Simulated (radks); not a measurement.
Results of a calculation; reference values are marked as such.
Polarisability of the tantalum ion Ta+, [Xe] 4f14 5d3 6s1, at imaginary frequency. Code: a radial shooting solver on a logarithmic mesh with Libxc functionals. Model: scalar-relativistic Kohn-Sham, LDA (Slater exchange, Perdew-Wang correlation), spin-polarised, spherical densities, finite nucleus; open shells are filled with parallel spins first (spin-orbit coupling, left out, can overturn this in heavy ions); Fermi nuclear charge, rms radius 5.3507 fm. Response by self-consistent Sternheimer equations with the Hartree and adiabatic LDA kernel, the relativistic mass of each level held fixed and spin-orbit coupling left out.

| w (hartree) | alpha1(iw) (bohr^3) |
|---|---|
| 0.00266 | 39.05 |
| 0.0143 | 38.91 |
| 0.0360 | 38.15 |
| 0.0697 | 35.94 |
| 0.118 | 31.54 |
| 0.186 | 25.32 |
| 0.280 | 18.78 |
| 0.413 | 13.22 |
| 0.605 | 8.993 |
| 0.892 | 5.916 |
| 1.35 | 3.697 |
| 2.12 | 2.109 |
| 3.59 | 1.037 |
| 6.94 | 0.4041 |
| 17.5 | 0.09936 |

Static values: alpha1 = 39.06 bohr^3 (5.788 angstrom^3; uncoupled 64.38). C6 = 333.2, triple-dipole C9 = 8827 atomic units. One-pole (London) frequency 4 C6 / (3 alpha1^2) = 0.291 hartree, against 0.422 for minus the highest occupied eigenvalue.
